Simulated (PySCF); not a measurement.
Species: C7H10.
Atom-mapped SMILES: `[CH2:1]=[CH:2][C:3](=[CH2:4])/[CH:5]=[CH:6]\[CH3:7]` (hydrogens: H8, H9 on C1; H10 on C2; H11, H12 on C4; H13 on C5; H14 on C6; H15, H16, H17 on C7)

The same species was optimised twice, with GFN2-xTB and with PBE0-D3(BJ)/def2-SVP (PySCF), and the same property calculations (PySCF, gas phase) were run on both structures.

| coordinate | GFN2-xTB | PBE0-D3(BJ)/def2-SVP | change |
| --- | --- | --- | --- |
| C5=C6 (Å) | 1.326 | 1.340 | +0.014 |
| C1=C2 (Å) | 1.327 | 1.339 | +0.012 |
| C3=C4 (Å) | 1.335 | 1.347 | +0.012 |
| C2–C3 (Å) | 1.459 | 1.468 | +0.009 |
| C3–C5 (Å) | 1.477 | 1.486 | +0.009 |
| C6–C7 (Å) | 1.493 | 1.492 | -0.001 |
| C1–C2–C3 (°) | 125.1 | 126.2 | +1.1 |
| C5–C6–C7 (°) | 125.9 | 126.8 | +0.9 |
| C2–C3–C5 (°) | 119.2 | 120.0 | +0.8 |
| C2–C3–C4 (°) | 120.4 | 119.7 | -0.7 |
| C3–C5–C6 (°) | 125.7 | 126.1 | +0.4 |
| C4–C3–C5 (°) | 120.3 | 120.3 | 0.0 |
| C1–C2–C3–C4 (°) | 168 | 174 | +6 |
| C2–C3–C5–C6 (°) | -63 | -64 | -1 |

Rotational constants: A = 3278, B = 2377, C = 1684 MHz (GFN2-xTB) against A = 3227, B = 2317, C = 1635 MHz (PBE0-D3(BJ)/def2-SVP). Point groups within 0.08 Å: C1 and C1.

On the GFN2-xTB structure: lowest singlet, TDDFT (eV) 5.47 [wB97X-D/def2-SVPD]; lowest triplet, Tamm–Dancoff (eV) 3.25 [wB97X-D/def2-SVPD]; isotropic polarisability (au) 87.4 [wB97X-D/def2-SVPD]; HOMO (eV) -8.34 [wB97X-D/def2-SVPD]; LUMO (eV) 0.84 [wB97X-D/def2-SVPD]; dipole (D) 0.43 [wB97X-D/def2-SVPD]; HOMO (eV) -6.57 [PBE0/pcSseg-1]; LUMO (eV) -0.84 [PBE0/pcSseg-1]; dipole (D) 0.47 [PBE0/pcSseg-1]; GIAO shielding of C1 (ppm) 62.1 [PBE0/pcSseg-1]; GIAO shielding of C2 (ppm) 41.6 [PBE0/pcSseg-1]; GIAO shielding of C3 (ppm) 33.9 [PBE0/pcSseg-1]; GIAO shielding of C4 (ppm) 62.5 [PBE0/pcSseg-1]; GIAO shielding of C5 (ppm) 52.9 [PBE0/pcSseg-1]; GIAO shielding of C6 (ppm) 47.4 [PBE0/pcSseg-1]; GIAO shielding of C7 (ppm) 166.8 [PBE0/pcSseg-1].

Task: What do these properties become on the PBE0-D3(BJ)/def2-SVP structure?

Result: 
```json
{"property": "lowest singlet, TDDFT (eV)", "level": "wB97X-D/def2-SVPD", "on GFN2-xTB": "5.47", "on PBE0-D3(BJ)/def2-SVP": "5.42", "change": "-0.05"}
{"property": "lowest triplet, Tamm–Dancoff (eV)", "level": "wB97X-D/def2-SVPD", "on GFN2-xTB": "3.25", "on PBE0-D3(BJ)/def2-SVP": "3.16", "change": "-0.09"}
{"property": "isotropic polarisability (au)", "level": "wB97X-D/def2-SVPD", "on GFN2-xTB": "87.4", "on PBE0-D3(BJ)/def2-SVP": "89.6", "change": "+2.2"}
{"property": "HOMO (eV)", "level": "wB97X-D/def2-SVPD", "on GFN2-xTB": "-8.34", "on PBE0-D3(BJ)/def2-SVP": "-8.34", "change": "0.00"}
{"property": "LUMO (eV)", "level": "wB97X-D/def2-SVPD", "on GFN2-xTB": "0.84", "on PBE0-D3(BJ)/def2-SVP": "0.76", "change": "-0.08"}
{"property": "dipole (D)", "level": "wB97X-D/def2-SVPD", "on GFN2-xTB": "0.43", "on PBE0-D3(BJ)/def2-SVP": "0.43", "change": "0.00"}
{"property": "energy, GFN2-xTB geometry as zero (kcal/mol)", "level": "wB97X-D/def2-SVPD", "on GFN2-xTB": "0.0", "on PBE0-D3(BJ)/def2-SVP": "-1.4", "change": "-1.4"}
{"property": "HOMO (eV)", "level": "PBE0/pcSseg-1", "on GFN2-xTB": "-6.57", "on PBE0-D3(BJ)/def2-SVP": "-6.57", "change": "0.00"}
{"property": "LUMO (eV)", "level": "PBE0/pcSseg-1", "on GFN2-xTB": "-0.84", "on PBE0-D3(BJ)/def2-SVP": "-0.91", "change": "-0.07"}
{"property": "dipole (D)", "level": "PBE0/pcSseg-1", "on GFN2-xTB": "0.47", "on PBE0-D3(BJ)/def2-SVP": "0.47", "change": "0.00"}
{"property": "energy, GFN2-xTB geometry as zero (kcal/mol)", "level": "PBE0/pcSseg-1", "on GFN2-xTB": "0.0", "on PBE0-D3(BJ)/def2-SVP": "-0.7", "change": "-0.7"}
{"property": "GIAO shielding of C1 (ppm)", "level": "PBE0/pcSseg-1", "on GFN2-xTB": "62.1", "on PBE0-D3(BJ)/def2-SVP": "59.6", "change": "-2.5"}
{"property": "GIAO shielding of C2 (ppm)", "level": "PBE0/pcSseg-1", "on GFN2-xTB": "41.6", "on PBE0-D3(BJ)/def2-SVP": "38.7", "change": "-2.9"}
{"property": "GIAO shielding of C3 (ppm)", "level": "PBE0/pcSseg-1", "on GFN2-xTB": "33.9", "on PBE0-D3(BJ)/def2-SVP": "31.9", "change": "-2.0"}
{"property": "GIAO shielding of C4 (ppm)", "level": "PBE0/pcSseg-1", "on GFN2-xTB": "62.5", "on PBE0-D3(BJ)/def2-SVP": "58.2", "change": "-4.3"}
{"property": "GIAO shielding of C5 (ppm)", "level": "PBE0/pcSseg-1", "on GFN2-xTB": "52.9", "on PBE0-D3(BJ)/def2-SVP": "50.0", "change": "-2.9"}
{"property": "GIAO shielding of C6 (ppm)", "level": "PBE0/pcSseg-1", "on GFN2-xTB": "47.4", "on PBE0-D3(BJ)/def2-SVP": "44.4", "change": "-3.0"}
{"property": "GIAO shielding of C7 (ppm)", "level": "PBE0/pcSseg-1", "on GFN2-xTB": "166.8", "on PBE0-D3(BJ)/def2-SVP": "165.7", "change": "-1.1"}
```

The heavy atoms differ by 0.035 Å rms after alignment. Among bonds between heavy atoms C5=C6 changes most (+0.014 Å). Changes are differences of the printed values. Neither structure is proved a minimum here.

Shape of the structure used: `[CH2:1]=[CH:2][C:3](=[CH2:4])/[CH:5]=[CH:6]\[CH3:7]`: C1–C2–C3–C4 174°, C2–C3–C5–C6 -64°.

Note: wB97X-D ran without an empirical dispersion term, which enters the total energy and its gradient alone.
